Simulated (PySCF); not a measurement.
One of the candidates below gave these computed data.

* Dipole: 0.69 D [PBE0/def2-SVPD]
* Polarisability: 96.8 au [PBE0/def2-SVPD]
* Triplet: lowest triplet excitation (Tamm–Dancoff): 3.18 eV [TDA PBE0/def2-SVPD]
* UV, first state: lowest singlet excitation: 5.63 eV (220 nm, f = 0.387) [TDDFT PBE0/def2-SVPD]
* Rotational structure: rotational constants A, B, C: 3.749, 1.129, 0.920 GHz [GFN2-xTB]

Gas-phase values; electronic properties from PySCF, density fitting. Levels stand in brackets. The structure is a single GFN2-xTB conformer in the gas phase; no vibrational or solvent corrections.

**Question.** Which candidate is it?
A. `Cc1cccc(C)c1`
B. `C#CCCC(=C)C=C`
C. `C=CCC1=CCC=C1`

**Answer.** B. It is `C#CCCC(=C)C=C`. Numbering: `[CH:1]#[C:2][CH2:3][CH2:4][C:5](=[CH2:6])[CH:7]=[CH2:8]`. Its formula, C8H10, gives 4 degrees of unsaturation: 0 rings and 4 π bonds in the structure found. S1 is mainly HOMO→LUMO (weight 0.89); the largest Löwdin shares of the orbital it empties are 0.26 on a terminal =CH2 carbon, 0.22 on a terminal =CH2 carbon, 0.18 on the fully substituted alkene carbon and 0.15 on the alkene CH carbon, of the orbital it fills 0.24 on a terminal =CH2 carbon, 0.23 on a terminal =CH2 carbon, 0.16 on the fully substituted alkene carbon and 0.16 on the alkene CH carbon. The optimised geometry has point group C1 and is an asymmetric top.

The others, at the same levels:
- `C=CCC1=CCC=C1` fails: its computed lowest singlet excitation is 5.04 eV (246 nm, f = 0.063) (against 5.63 eV), static isotropic polarisability is 92.2 au (against 96.8 au) and rotational constant A is 5.353 GHz (against 3.749 GHz).
- `Cc1cccc(C)c1` fails: its computed lowest singlet excitation is 5.35 eV (232 nm, f = 0.004) (against 5.63 eV), lowest triplet excitation (Tamm–Dancoff) is 4.06 eV (against 3.18 eV) and static isotropic polarisability is 92.2 au (against 96.8 au).

Each candidate is one conformer, not necessarily the lowest. The conformers computed, where there is a choice (atom-mapped SMILES and torsion angles):
- `[CH:1]#[C:2][CH2:3][CH2:4][C:5](=[CH2:6])[CH:7]=[CH2:8]`: C2–C3–C4–C5 -179°, C3–C4–C5–C6 100°, C4–C5–C7–C8 -3°
- `[CH2:1]=[CH:2][CH2:3][C:4]1=[CH:5][CH2:6][CH:7]=[CH:8]1`: C1–C2–C3–C4 121°, C2–C3–C4–C5 111°
